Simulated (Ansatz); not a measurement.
The same path of CH4 + H3O2Si (11 atoms, charge 0, multiplicity 2) was run 3 times with different band settings.

Level of theory: UKS LDA/def2-SVP (Ansatz).

Relaxed end points:

```xyz
11
Properties=species:S:1:pos:R:3
Si 0.019 0.417 -0.399
H 0.101 0.760 2.689
H 1.366 0.193 -1.060
O -0.964 0.776 -1.689
H -1.921 0.778 -1.502
O -0.549 -0.963 0.343
H -0.491 -0.955 1.321
C -0.132 -0.189 3.217
H -1.187 -0.474 3.018
H 0.564 -0.985 2.881
H -0.006 -0.054 4.309
```

```xyz
11
Properties=species:S:1:pos:R:3
Si -0.154 0.126 -0.351
H -0.068 0.142 2.418
H 1.312 0.085 -0.748
O -0.792 1.238 -1.403
H -1.767 1.275 -1.434
O -0.933 -1.324 -0.630
H -0.963 -1.941 0.124
C 0.020 -0.033 3.516
H -0.557 -0.936 3.797
H 1.086 -0.175 3.781
H -0.384 0.846 4.056
```

Common settings: movable images 5; climbing image yes; optimiser quadratic models (default); start path through a guess of the saddle point; force threshold 0.05 eV/Å; iteration limit 60; end points relaxed.

| run | spring |
| --- | --- |
| 1 | 5.0 eV/Å² |
| 2 | 0.5 eV/Å² |
| 3 | 50.0 eV/Å² |

**Question.** What does each run give, and how far can it be trusted?

**Answer.** Run 1: converged after 16 iterations, highest image 0.111 eV above the first end. The highest image is an end point: on this band no image between the ends rises above it.
Run 2: converged after 15 iterations, highest image 0.111 eV above the first end. The highest image is an end point: on this band no image between the ends rises above it.
Run 3: not converged after 60 iterations, highest image 0.111 eV above the first end. The band didn't meet its force threshold, so its energies are provisional: the largest band force was still 56.66 eV/Å, and over the last iterations the top moved between 0.11 and 0.12 eV. Neighbouring images lie up to 3.3 Å apart, so the band is torn or far too coarse.
